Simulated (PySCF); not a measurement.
A GIAO shielding run with PySCF 2.14.0 with density-fitted response routines (density fitting, non-relativistic, gas phase) on `CN([SiH3])C[Si](F)(F)F`, C2H8F3NSi2:

```
$ OMP_NUM_THREADS=1 python probes_run.py task.json out

{"job": {"kind": "nmr", "xc": "PBE0", "basis": "pcSseg-1"}, "charge": 0, "multiplicity": 1}
C     -0.408597     1.587104    -0.256507
N     -0.677575     0.180518    -0.414168
Si    -1.927761    -0.587710     0.491353
C      0.483419    -0.566063    -0.859529
Si     1.961188    -0.581407     0.319070
F      2.930598    -1.819267     0.089042
F      2.919950     0.682124     0.212450
F      1.601008    -0.649948     1.864160
H     -1.336805     2.109161    -0.040512
H      0.015298     1.990527    -1.180552
H      0.299103     1.787221     0.558059
H     -1.633206    -0.838538     1.909841
H     -3.064095     0.324121     0.373602
H     -2.137514    -1.862068    -0.197240
H      0.802847    -0.154031    -1.828270
H      0.164542    -1.592801    -1.052212
```

Hardware: 1 thread of an Arm Neoverse N1, shared host. The job also computes population analyses, field gradients.

Question: How large is the calculation?

Answer: 82 electrons, 190 basis functions and 1031 auxiliary functions.

Question: How long does it take, and how much memory does it need?

Answer: 53 s of wall time, with 12 SCF cycles and 4 response iterations; peak memory 0.84 GiB. Times on a shared host scatter by some tens of per cent.
